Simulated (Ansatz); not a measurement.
Cartesian coordinates in Å:
```
F 0.713 -1.143 0.985
Zn -0.035 0.055 -0.048
H -0.678 1.087 -0.938
```

The species carries charge 0 and has multiplicity 1.

(1) List the ωB97M-V/def2-TZVPP orbital energies in eV (Ansatz). (Best estimate.)

## Answers

(1) Computed: Occupied: -9465.92, -1157.13, -1017.58, -1017.58, -1017.47, -675.71, -137.01, -92.39, -92.39, -92.24, -33.51, -18.12, -17.71, -17.71, -17.65, -17.65, -13.56, -12.70, -12.70, -11.96. Lowest empty: 0.87, 0.87, 1.16, 2.87, 5.43, 6.53, 6.53, 8.04.
